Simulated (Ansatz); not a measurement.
```xyz
2

Li    0.0000    0.0000   -1.5050
Li    0.0000    0.0000    1.5050
```

Basis set: def2-TZVP (spherical functions). All electrons are correlated. Charge 0, multiplicity 1.

Computed with Ansatz (development build ahead of 0.2.0); each method stands on the lowest determinant of its kind that the runs found. Restricted open shells among the atoms or ions are ROHF, correlated in semicanonical orbitals with singles.

Q: Give the atomization energy at this shape (free ground-state atoms in the same class of orbitals less the molecule, no zero-point energy) of singlet Li₂ by RHF-MP2, RHF.

A:

| method | atomization energy |
| --- | --- |
| RHF-MP2 | 0.53 eV |
| RHF | 0.13 eV |
